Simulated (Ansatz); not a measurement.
All numbers were calculated with Ansatz.

A structure relaxed at PBE0-D4/def2-TZVP, charge 0, multiplicity 1:

| atom | x (Å) | y (Å) | z (Å) |
| --- | --- | --- | --- |
| O1 | 0.003 | -1.614 | 0.229 |
| Al2 | -1.496 | -0.758 | 0.306 |
| Si3 | -0.295 | 1.322 | -0.151 |
| Si4 | 1.204 | -0.501 | -0.087 |
| H5 | -2.868 | -1.487 | 0.593 |
| H6 | -0.170 | 2.344 | 0.923 |
| H7 | -0.485 | 1.998 | -1.463 |
| H8 | 1.899 | -0.822 | -1.363 |
| H9 | 2.208 | -0.482 | 1.012 |

Question: Give its formula and SMILES.

Answer: AlH5OSi2, `[O]1[AlH][SiH2][SiH2]1`.

Question: Point group (tolerance 0.08 Å, 0.16 Å for H)?

Answer: Cs.

Question: Summarise the bond lengths by kind.

Answer: 1 × Al–O 1.728 Å; 1 × O–Si 1.667 Å; 1 × Al–Si 2.445 Å; 1 × Al–H 1.580 Å; 1 × Si–Si 2.361 Å; 4 × H–Si 1.488 Å.
